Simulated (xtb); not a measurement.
C$_{4}$H$_{4}$N (SMILES [c-]1cc[nH]c1), charge -1, singlet, at a GFN2-xTB geometry; xtb with GFN0-xTB.

The xtb input:
```
$ xtb mol.xyz --gfn 0 --chrg -1 --json

# file mol.xyz
9

H     -0.02361208    -0.00903330     2.11033186
N     -0.01195216     0.01503237     1.09704447
C      0.01575145     1.13269334     0.24842767
C     -0.02097855    -1.08973227     0.28483805
C      0.02524534     0.80457479    -1.08776751
C      0.00064455    -0.64671222    -1.00864412
H      0.02635805     2.11162462     0.73353758
H     -0.04212282    -2.08743635     0.71986259
H     -0.00093481    -1.32532347    -1.86416783
```

Write the output that xtb gives for this input, abridged.


```
   ID    Z sym.   atoms
    1    1 H      1, 7-9
    2    7 N      2
    3    6 C      3-6

           -------------------------------------------------
          |                Calculation Setup                |
           -------------------------------------------------

           -------------------------------------------------
          |                 G F N 0 - x T B                 |
           -------------------------------------------------

          ...................................................
          :                      SETUP                      :
          :.................................................:
          :  # basis functions                  28          :
          :  # atomic orbitals                  28          :
          :  # shells                           18          :
          :  # electrons                        26          :
          :  electronic temp.          300.0000000     K    :
          :  accuracy                    1.0000000          :
          :  -> integral cutoff          0.2500000E+02      :
          :  -> integral neglect         0.1000000E-07      :
          ...................................................

         :::::::::::::::::::::::::::::::::::::::::::::::::::::
         ::                     SUMMARY                     ::
         :::::::::::::::::::::::::::::::::::::::::::::::::::::
         :: total energy             -14.976548427213 Eh    ::
         :: gradient norm              0.046057851564 Eh/a0 ::
         :: HOMO-LUMO gap              4.441372573892 eV    ::
         ::.................................................::
         :: H0 energy                -13.986149488963 Eh    ::
         :: repulsion energy           0.204393289319 Eh    ::
         :: electrostat energy        -1.167266114914 Eh    ::
         :: -> Gsolv                   0.000000000000 Eh    ::
         ::    -> Gsasa                0.000000000000 Eh    ::
         ::    -> Gshift               0.000000000000 Eh    ::
         :: dispersion energy         -0.002759128326 Eh    ::
         :: short-range corr.         -0.024766984329 Eh    ::
         :: add. restraining           0.000000000000 Eh    ::
         :: total charge              -1.000000000000 e     ::
         :::::::::::::::::::::::::::::::::::::::::::::::::::::

           -------------------------------------------------
          |                Property Printout                |
[...]
      -------------------------------------------------------------
                  HL-Gap            0.1632174 Eh            4.4414 eV
             Fermi-level            0.0000000 Eh            0.0000 eV

     #   Z          covCN         q      C6AA      α(0)
     1   1 H        0.860     0.217     1.022     1.583
     2   7 N        2.768    -0.922    46.728    10.235
     3   6 C        3.098     0.300    23.000     7.836
     4   6 C        2.966     0.130    26.501     8.418
     5   6 C        2.013    -0.420    45.647    10.898
     6   6 C        3.123    -0.055    30.730     9.052
     7   1 H        0.924    -0.105     5.744     3.748
     8   1 H        0.925    -0.078     4.857     3.446
     9   1 H        0.924    -0.067     4.533     3.329

 Mol. C6AA /au·bohr⁶  :       1353.735171
 Mol. C8AA /au·bohr⁸  :      31870.661938
 Mol. α(0) /au        :         58.546201

Wiberg/Mayer (AO) data.
largest (>0.10) Wiberg bond orders for each atom

 ---------------------------------------------------------------------------
     #   Z sym  total        # sym  WBO       # sym  WBO       # sym  WBO
 ---------------------------------------------------------------------------
     1   1 H    0.962 --     2 N    0.945
     2   7 N    3.566 --     4 C    1.244     3 C    1.184     1 H    0.945
                             5 C    0.102
     3   6 C    3.932 --     5 C    1.630     2 N    1.184     7 H    0.970
                             4 C    0.101
     4   6 C    3.946 --     6 C    1.585     2 N    1.244     8 H    0.971
                             3 C    0.101
     5   6 C    3.071 --     3 C    1.630     6 C    1.271     2 N    0.102
     6   6 C    3.954 --     4 C    1.585     5 C    1.271     9 H    0.971
     7   1 H    0.993 --     3 C    0.970
     8   1 H    0.985 --     4 C    0.971
     9   1 H    0.993 --     6 C    0.971
 ---------------------------------------------------------------------------

Topologies differ in total number of bonds
Writing topology from bond orders to xtbtopo.mol

 dipole moment from electron density (au)
     X       Y       Z
  -0.0686  -1.7564   3.5895  total (Debye):   10.159

           -------------------------------------------------
          | TOTAL ENERGY              -14.976548427213 Eh   |
          | GRADIENT NORM               0.046057851564 Eh/α |
          | HOMO-LUMO GAP               4.441372573892 eV   |
           -------------------------------------------------

normal termination of xtb
```
